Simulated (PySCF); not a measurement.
## How methods differ on the excitation energy of Hg+

Hg+ [Xe] 4f14 5d10 6s1 (2S) → Hg+ [Xe] 4f14 5d10 6p1 (2P), as a difference of total energies. Computed with PySCF 2.14 in aug-cc-pwCVDZ-PP with ECP60MDF (6s6p5d3f, 70 functions), with a scalar-relativistic core potential. Correlated levels: valence: 5s2 5p6 frozen; valence and next inner shell: nothing frozen outside the core potential. The calculations carry no spin-orbit coupling.

```json
{"method": "UHF", "excitation energy (eV)": "6.598"}
{"method": "LDA", "excitation energy (eV)": "7.416"}
{"method": "PBE", "excitation energy (eV)": "7.215"}
{"method": "PBE0", "excitation energy (eV)": "7.145"}
{"method": "r2SCAN", "excitation energy (eV)": "7.267"}
{"method": "BLYP", "excitation energy (eV)": "7.202"}
{"method": "HSE06", "excitation energy (eV)": "7.133"}
{"method": "r2SCANh", "excitation energy (eV)": "7.243"}
{"method": "B2PLYP", "excitation energy (eV)": "7.182"}
{"method": "MP2 (valence)", "excitation energy (eV)": "7.304"}
{"method": "SCS-MP2 (valence)", "excitation energy (eV)": "7.249"}
{"method": "MP2 (valence and next inner shell)", "excitation energy (eV)": "7.413"}
{"method": "SCS-MP2 (valence and next inner shell)", "excitation energy (eV)": "7.318"}
```

Problem. How much does correlation contribute at MP2 (valence and next inner shell)?

Solution. 7.413 − (6.598) = 0.815 eV, measured against UHF.

Errors of the correlated levels include the incompleteness of this basis and the frozen core.

For comparison: 7.137 eV (measured; NIST levels, between the centres of gravity of the two terms).
